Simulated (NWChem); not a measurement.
System meant: HfCl4; SMILES [Cl][Hf]([Cl])([Cl])[Cl]

Here is an NWChem input.

```
start job
memory heap 200 mb stack 900 mb global 1100 mb
geometry units angstroms noautoz
  Hf     0.000000     0.000000     0.000000
  Cl     1.343962     1.343962     1.343905
  Cl    -1.343962    -1.343962     1.343905
  Cl    -1.343962     1.343962    -1.343905
  Cl     1.343962    -1.343962    -1.343905
end
basis spherical
  * library def2-svp
end
dft
  xc pbe0
  iterations 150
  mulliken
end
task dft energy
```

End of the output:

```
          Convergence Information
          -----------------------
          Convergence aids based upon iterative change in
          total energy or number of iterations.
          Levelshifting, if invoked, occurs when the
          HOMO/LUMO gap drops below (HL_TOL):  1.00D-02
          DIIS, if invoked, will attempt to extrapolate
          using up to (NFOCK): 10 stored Fock matrices.

                    Damping( 0%)  Levelshifting(0.5)       DIIS
                  --------------- ------------------- ---------------
          dE  on:    start            ASAP                start
          dE off:    2 iters        150 iters           150 iters

      Screening Tolerance Information
      -------------------------------
          Density screening/tol_rho:  1.00D-10
          AO Gaussian exp screening on grid/accAOfunc:  14
          CD Gaussian exp screening on grid/accCDfunc:  20
          XC Gaussian exp screening on grid/accXCfunc:  20
          Schwarz screening/accCoul:  1.00D-08

      Superposition of Atomic Density Guess
      -------------------------------------

      charge =      72.0 Hf (Hafnium)

      symmetry species            s     p     d     f
      number of basis functions = 7     6     5     1
      number of cont. functions = 6     3     2     1
      number of closed shells   = 6     4     2     1
      number of open shells     = 0     0     1     0
      open shell occupation     = 0     0     2     0
 ------------------------------------------------------------------------
 atomscf:atomd: error in atom scf                   0
 ------------------------------------------------------------------------
 ------------------------------------------------------------------------
  current input line :
    18: task dft energy
 ------------------------------------------------------------------------
 ------------------------------------------------------------------------
 This error has not yet been assigned to a category
 ------------------------------------------------------------------------
 For more information see the NWChem manual at https://nwchemgit.github.io

0:atomscf:atomd: error in atom scf:Received an Error in Communication
```

Find the fault in this run and fix the input.

The program stopped with an error. Cause: the def2 basis of a heavy element holds valence functions alone and wants its effective core potential (without it all electrons must fit into that basis). This input runs:
```
start job
memory heap 200 mb stack 900 mb global 1100 mb
geometry units angstroms noautoz
  Hf     0.000000     0.000000     0.000000
  Cl     1.343962     1.343962     1.343905
  Cl    -1.343962    -1.343962     1.343905
  Cl    -1.343962     1.343962    -1.343905
  Cl     1.343962    -1.343962    -1.343905
end
basis spherical
  * library def2-svp
end
ecp
  Hf library def2-ecp
end
dft
  xc pbe0
  iterations 150
  mulliken
end
task dft energy
```
It converges to -1887.95210 Ha (PBE0/def2-SVP with def2 effective core potentials on Hf).
